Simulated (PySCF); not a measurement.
# Spinor energies of Cu²⁺ (copper, charge +2)

Start: [Ar] 3d8 4p1; 3d3/2 filled at m_j = -1/2, +1/2, +3/2; 3d5/2 filled at m_j = -3/2, -1/2, +1/2, +3/2, +5/2; 4p3/2 filled at m_j = +3/2. Calculated with PySCF 2.14 in x2c-TZVPall-2c (6s7p4d1f, 54 functions): generalised Hartree-Fock with the X2C-1e Hamiltonian and a Gaussian nucleus; one run each with spin-orbit coupling (SO) switched off, then screened by Boettger's factors. This is a chosen level, not necessarily the ground level.

```tsv
spinor shell	electrons	ε, spin-free (eV)	ε, screened SO (eV)	weight of nominal j (screened SO)	rms radius, screened SO (bohr)
1s1/2	2	-9083.9	-9083.7	1.000	0.0601
2s1/2	2	-1171.2	-1171.2	1.000	0.254
2p1/2	2	-1011.6	-1026.2	0.999	0.226
3s1/2	2	-176.52	-176.52	1.000	0.757
3p1/2	2	-127.05	-131.38	0.816	0.793
3p3/2	4	-127.05	-124.93	0.908	0.803
3d5/2	5	-49.937	-50.381	0.619	0.958
3d3/2	3	-49.937	-49.289	0.639	0.959
4p3/2	1	-21.174	-21.118	1.000	2.88
```

Q: Where does 2p3/2 lie, and what is the 2p spin-orbit splitting (screened SO)?

A: At -1004.5 eV, 21.619 eV above 2p1/2.

```csv
quantity,spin-free,screened SO
E (hartree),-1651.75609,-1651.80150
M_J,11/2,11/2
⟨J²⟩,35.754,35.754
⟨L²⟩,20.003,20.015
⟨S²⟩,3.751,3.749
```

Each row is a mean over spinors that exchange with the open shell spreads, by up to 12.230 eV (3p3/2).

Rows whose weight is well below 1 are mixtures of j = l ± 1/2: exchange outweighs spin-orbit coupling there, and the label is only the starting occupation.

Without spin-orbit coupling the j labels of p, d and f shells carry no meaning; the spin-free column gives the mean over the occupied spinors of each nl shell.
